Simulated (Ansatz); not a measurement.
Cost and result for the atomization energy of CH$_{5}$BZn, SMILES `C[BH][ZnH]` (8 atoms, 7 bonds).

Total charge 0; spin multiplicity 1. For Zn the d shell is correlated and the shells below it are frozen. Scalar relativity is left out up to krypton. Geometry: relaxed with PBE0-D4/def2-TZVP. Program: Ansatz. All runs use 2 threads of an Arm Neoverse V1 on a shared host. Times are those of one run each, without the atoms' runs, and a repeat can differ threefold. Electronic energies, without spin–orbit coupling; frozen cores. CCSD(T)/CBS adds CCSD(T) − MP2 in def2-TZVPP to the MP2 limit, and its time is that of the two runs behind it. T1 = 0.014. With those shells the extrapolation isn't a true limit. HSE06 is the plane-wave form, built on full-range PBE exchange.

CCSD(T)/CBS is a level of theory with its own doubt, some kJ/mol a heavy atom from the limit and from the frozen cores, so smaller differences don't rank the functionals.

| level | functions | wall time | atomization (kJ/mol) | difference from CCSD(T)/CBS | per bond |
| --- | --- | --- | --- | --- | --- |
| revPBE-D4/def2-TZVPP | 196 | 2.3 s | 2383.3 | -9.0 | -1.3 |
| BLYP-D4/def2-TZVPP | 196 | 2.3 s | 2380.6 | -11.7 | -1.7 |
| CCSD(T)/def2-SVP | 84 | 2.6 s | 2298.6 | -93.7 | -13.4 |
| CAM-B3LYP-D4/def2-TZVPP | 196 | 3.4 s | 2426.7 | 34.4 | 4.9 |
| HSE06-D4/def2-TZVPP | 196 | 3.5 s | 2419.6 | 27.3 | 3.9 |
| r2SCAN-D4/def2-TZVPP (with forces) | 196 | 5.5 s | 2435.8 | 43.5 | 6.2 |
| B2PLYP/def2-TZVPP | 196 | 5.5 s | 2383.1 | -9.2 | -1.3 |
| ωB97X-V/def2-TZVPP | 196 | 8.5 s | 2424.2 | 31.9 | 4.5 |
| B97M-V/def2-TZVPP | 196 | 11 s | 2423.5 | 31.2 | 4.5 |
| ωB97M-V/def2-TZVPP (with forces) | 196 | 12 s | 2420.3 | 28.0 | 4.0 |
| MP2/def2-QZVPP | 364 | 18 s | 2393.7 | 1.4 | 0.2 |
| CCSD(T)/def2-TZVPP | 196 | 65 s | 2348.6 | -43.7 | -6.2 |
| CCSD(T)/CBS(def2) | – | 83 s | 2392.3 | 0.0 | 0.0 |

From r2SCAN to r2SCAN0 (25 % exact exchange), in def2-TZVPP and without D4, the atomization energy moves by −20.5 kJ/mol: exact exchange takes away binding that semilocal exchange gives to molecules. At CCSD(T), def2-SVP lies −93.8 kJ/mol from the extrapolated value and def2-TZVPP −43.7 kJ/mol: correlation converges slowly with the basis, and small sets miss more of it in the bonded molecule than in its fragments. The D4 term adds +17.5 kJ/mol with B3LYP and +9.1 kJ/mol with PBE0; it sums over pairs of atoms, weighted by their polarisabilities, and B3LYP, whose exchange is more repulsive, gets the larger term.

B3LYP here is the variant with VWN-RPA as its local correlation; programs differ in this.
